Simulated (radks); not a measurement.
Q: These are the eigenvalues of the occupied orbitals of an atom or ion with whole-number occupations (hartree). Calculated with a radial shooting solver on a logarithmic mesh with Libxc functionals: Dirac Kohn-Sham, LDA (Slater exchange, VWN5 correlation), spin-unpolarised, spherical densities, point nucleus.

| orbital | eigenvalue |
|---|---|
| 1s1/2 | -2875.982 |
| 2s1/2 | -505.1367 |
| 2p1/2 | -484.2517 |
| 2p3/2 | -420.7718 |
| 3s1/2 | -118.8571 |
| 3p1/2 | -109.4728 |
| 3p3/2 | -95.52168 |
| 3d3/2 | -79.86032 |
| 3d5/2 | -76.85138 |
| 4s1/2 | -25.75019 |
| 4p1/2 | -21.77182 |
| 4p3/2 | -18.44004 |
| 4d3/2 | -11.91633 |
| 4d5/2 | -11.29681 |
| 5s1/2 | -4.04802 |
| 4f5/2 | -2.95371 |
| 4f7/2 | -2.82665 |
| 5p1/2 | -2.77537 |
| 5p3/2 | -2.22145 |
| 5d3/2 | -0.56580 |
| 5d5/2 | -0.51513 |

Which element is it, and in what charge state? The configuration may be excited. Open shells, if any, fill j = l - 1/2 first.

A: Z = 78, platinum, charge +1: Pt+ in [Xe] 4f14 5d9. The list shows which subshells hold electrons but not how many an open one holds; the 1s level, -2876 hartree, gives Z - s = 75.8 by -(Z - s)^2/2, which with screening and relativity narrows Z to a few neighbours, and the depths of the outer levels then fix element, charge and occupations together.
